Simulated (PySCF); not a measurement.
Species: C₄H₉ClOSi.
Cartesian coordinates in Å at the PBE0-D3(BJ)/def2-SVP level; atoms count from 1:
```xyz
16
C4H9ClOSi angstrom
C      2.191    0.308    0.438
O      0.834    0.013    0.611
C      0.319   -0.846   -0.345
C     -0.121   -0.283   -1.657
C     -1.140   -0.678   -0.605
Si    -2.009    0.651    0.370
Cl    -3.976    0.742   -0.309
H      2.818   -0.600    0.513
H      2.388    0.784   -0.541
H      2.485    1.003    1.237
H      0.744   -1.861   -0.325
H     -0.036   -0.903   -2.554
H      0.047    0.786   -1.821
H     -1.722   -1.586   -0.791
H     -2.070    0.336    1.823
H     -1.400    1.989    0.140
```

Theory: core-valence-separated Tamm–Dancoff BHandHLYP/aug-pcX-1 (pcseg-1 on H, def2-SVPD on Cl, def2-SVPD on Si) in PySCF, non-relativistic, gas phase, PBE0-D3(BJ)/def2-SVP geometry. The energies are unshifted.

The lowest roots of each edge with f over 0.003 (five at most, numbered afresh; weaker and dark ones are left out), with transition dipoles (au) in the frame of the coordinates:

```csv
root,edge,E (eV),μx,μy,μz
1,C,285.65,-0.0264,-0.0391,-0.0105
2,C,285.93,-0.0122,-0.0127,-0.0377
3,C,286.08,-0.0148,0.0337,-0.0385
4,C,286.28,0.0337,-0.0472,-0.0089
5,C,286.44,0.0690,0.0228,-0.0120
6,O,533.96,-0.0209,0.0009,0.0146
7,O,534.15,-0.0243,0.0053,0.0117
8,O,534.76,-0.0110,-0.0276,-0.0193
9,O,534.87,0.0059,0.0198,0.0184
10,O,535.02,0.0120,0.0091,-0.0048
```

Task: What are the oscillator strengths?

Result: f = (2/3) ΔE |μ|², with ΔE in hartree (27.2114 eV):

```json
{"root": "1", "ΔE (Eh)": "10.4976", "|μ|² (au)": "0.002336", "f": "0.016", "core hole on": "C5"}
{"root": "2", "ΔE (Eh)": "10.5076", "|μ|² (au)": "0.001731", "f": "0.012", "core hole on": "C4"}
{"root": "3", "ΔE (Eh)": "10.5131", "|μ|² (au)": "0.002837", "f": "0.020", "core hole on": "C5"}
{"root": "4", "ΔE (Eh)": "10.5207", "|μ|² (au)": "0.003443", "f": "0.024", "core hole on": "C4"}
{"root": "5", "ΔE (Eh)": "10.5266", "|μ|² (au)": "0.005425", "f": "0.038", "core hole on": "C4"}
{"root": "6", "ΔE (Eh)": "19.6225", "|μ|² (au)": "0.000651", "f": "0.009", "core hole on": "O2"}
{"root": "7", "ΔE (Eh)": "19.6297", "|μ|² (au)": "0.000755", "f": "0.010", "core hole on": "O2"}
{"root": "8", "ΔE (Eh)": "19.6521", "|μ|² (au)": "0.001255", "f": "0.016", "core hole on": "O2"}
{"root": "9", "ΔE (Eh)": "19.6562", "|μ|² (au)": "0.000765", "f": "0.010", "core hole on": "O2"}
{"root": "10", "ΔE (Eh)": "19.6617", "|μ|² (au)": "0.000250", "f": "0.003", "core hole on": "O2"}
```

Task: Molecules are fixed in this frame and the field points along (1, 1, 0)/√2. What effective strengths 3 f cos²θ do the roots have (θ between field and μ)?

Result: root 1 (C5): 0.045, root 2 (C4): 0.006, root 3 (C5): 0.004, root 4 (C4): 0.002, root 5 (C4): 0.089, root 6 (O2): 0.008, root 7 (O2): 0.007, root 8 (O2): 0.029, root 9 (O2): 0.013, root 10 (O2): 0.009. Root 5 is the strongest. Averaged over all orientations cos²θ is 1/3, which gives f back.

One conformer stands for the species.
